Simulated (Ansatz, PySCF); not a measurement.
This singlet lies 2.00 eV below the relaxed triplet at the level B3LYP/cc-pVTZ // PBE0-D3(BJ)/def2-TZVP (Ansatz, a first-principles code).

Cartesian coordinates (Å):
SMILES: N#C[Si]N
```xyz
6

N      2.5331    -0.4790    -0.1787
C      1.5417     0.0664     0.0535
Si     0.0407     1.1321     0.5142
N     -1.1059    -0.0025    -0.0179
H     -0.9159    -0.9058    -0.4250
H     -2.0936     0.1888     0.0539
```
Charge 0, multiplicity 1.

Question: What is the computed total energy, dipole moment, HOMO, LUMO and HOMO–LUMO gap (PBE0-D3(BJ)/def2-TZVP (PySCF))?

Answer: 
The total energy is -11920.43 eV. The dipole moment comes out as 4.39 D and the HOMO comes out as -7.57 eV. The LUMO comes out as -2.46 eV. The HOMO–LUMO gap is 5.10 eV.
